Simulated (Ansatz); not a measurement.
Breaking a bond: GeGa (cation, charge +1), lowest triplet found (which spin is the ground state isn't settled by this scan).

Calculation: full CI/aug-cc-pVDZ, cores with 3d frozen in Ansatz (a program for electronic structure).

**Question.** Relative to R = 3.05 Å, what are the energies at R = 3.30, 3.50, 4.29, 7.03 Å?

**Answer.** 1.1 kcal/mol at 3.30 Å, 2.5 kcal/mol at 3.50 Å, 8.7 kcal/mol at 4.29 Å, 16.3 kcal/mol at 7.03 Å.

The scan ran from 1.74 to 8.31 Å; beyond the distances shown full CI changes its symmetry label.
